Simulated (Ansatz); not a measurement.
`C[SiH2][SiH](O)O` + `SS` → `C[SiH2]SS` + `O[SiH2]O`  (cleavage of the Si–Si bond)

Program: Ansatz. Geometries: PBE0-D4/def2-TZVP. ΔE: electronic, gas phase. CCSD(T)/CBS adds triple-zeta CCSD(T) − MP2 to the extrapolated MP2 energy (def2 sets, frozen cores). This one scheme is used for every species. Functionals use def2-TZVPP. B3LYP here is the variant with VWN-RPA as its local correlation; programs differ in this. One conformer a species, not always the lowest.

`C[SiH2][SiH](O)O`:

Z-matrix (Å, degrees):
```
C
Si 1 1.880
H 1 1.093 2 111.1
H 1 1.092 2 110.3 3 -120.0
H 1 1.092 2 110.8 3 119.9
Si 2 2.345 1 111.1 3 62.5
H 2 1.491 1 110.1 3 -58.5
H 2 1.491 1 110.1 3 -176.7
O 6 1.651 2 103.9 1 56.7
O 6 1.651 2 113.2 1 -65.3
H 6 1.487 2 114.6 1 177.4
H 9 0.959 6 117.6 2 172.3
H 10 0.958 6 117.4 2 52.0
```

`SS`:

```xyz
4

S     0.091   -0.751    0.833
S    -0.553   -0.051   -0.978
H     1.384   -0.385    0.743
H    -0.921    1.187   -0.598
```

`C[SiH2]SS`:

```xyz
10

C    -0.248    0.745    1.242
Si    0.444   -0.718    0.324
S    -0.839   -1.349   -1.284
S    -0.804    0.393   -2.392
H    -1.212    0.499    1.690
H     0.439    1.049    2.036
H    -0.383    1.589    0.563
H     1.785   -0.408   -0.238
H     0.537   -1.921    1.197
H     0.282    0.120   -3.139
```

`O[SiH2]O`:

Cartesian coordinates in Å:
```
O -0.604 -1.178 -0.592
Si 0.402 -0.098 0.127
O -0.264 1.391 0.317
H -1.393 -1.439 -0.115
H 0.743 -0.512 1.508
H 1.579 -0.056 -0.771
H -0.463 1.894 -0.474
```

```tsv
level	ΔE (kcal/mol)
PBE-D4	-15.6
r2SCAN-D4	-17.9
B3LYP-D4	-17.7
ωB97M-V	-19.1
B2PLYP	-18.7
PBE0	-16.4
HF/def2-TZVPP	-19.7
CCSD(T)/def2-TZVPP	-18.3
```

Problem. What does CCSD(T)/CBS give? (Estimate.)

Solution. The calculation gave: -18.9 kcal/mol. The listed levels differ from it by 3.3, 1.0, 1.2, -0.2, 0.2, 2.5, -0.8, 0.6 kcal/mol.

Largest T1 diagnostic among the species: 0.012.

From PBE to PBE0 (25 % exact exchange), in def2-TZVPP and without D4, ΔE moves by −1.1 kcal/mol.

CCSD(T)/CBS has its own doubt, a few kJ/mol and more with outer-core shells, so smaller differences from it don't rank the levels.
